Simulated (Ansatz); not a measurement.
The cluster Ge₃F₆, 9 atoms. Hardware: 4 threads of Intel Xeon on a shared host.

Correlated methods freeze 33 core orbitals; core or outer-core shells of Ge are correlated, in sets that lack core-valence functions.

Problem. How many basis functions does each of these Ansatz runs have, and roughly what does it cost? PBE-D4/def2-SVP, charge 0 singlet, energy, from earlier orbitals; PBE0-D4/def2-SVP, charge 0 singlet, energy, from earlier orbitals; HF/STO-3G, charge 0 singlet, energy; r2SCAN-D4/def2-TZVP, charge 0 singlet, energy, from earlier orbitals; PBE-D4/def2-SVP, charge 0 singlet, relaxation, 17 steps; PBE0-D4/def2-TZVP, charge 0 singlet, energy, from earlier orbitals; PBE-D4/def2-TZVP, charge 0 singlet, energy and forces, from earlier orbitals; MP2/def2-TZVP, charge 0 singlet, energy, from earlier orbitals; HF/def2-TZVP, charge 0 singlet, energy, from earlier orbitals.

Solution. Other jobs shared the machine, so times can vary by a factor of up to 3. A dash marks memory too small to be measured apart from the calling script's.

| run | functions | fitting or Cholesky vectors | wall time | peak host memory (GiB) |
| --- | --- | --- | --- | --- |
| HF/STO-3G, charge 0 singlet, energy | 84 | 986 | 2.8 s | – |
| PBE-D4/def2-SVP, charge 0 singlet, energy, from earlier orbitals | 180 | 1941 | 6 s | – |
| PBE0-D4/def2-SVP, charge 0 singlet, energy, from earlier orbitals | 180 | 1707 | 12 s | 0.63 |
| PBE-D4/def2-TZVP, charge 0 singlet, energy and forces, from earlier orbitals | 330 | 2010 | 19 s | 0.69 |
| HF/def2-TZVP, charge 0 singlet, energy, from earlier orbitals | 330 | 2577 | 25 s | 2.2 |
| r2SCAN-D4/def2-TZVP, charge 0 singlet, energy, from earlier orbitals | 330 | 2010 | 25 s | 0.73 |
| PBE0-D4/def2-TZVP, charge 0 singlet, energy, from earlier orbitals | 330 | 2139 | 36 s | 2 |
| MP2/def2-TZVP, charge 0 singlet, energy, from earlier orbitals | 330 | 2229 | 46 s | 1.4 |
| PBE-D4/def2-SVP, charge 0 singlet, relaxation, 17 steps | 180 | 1941 | 93 s | – |
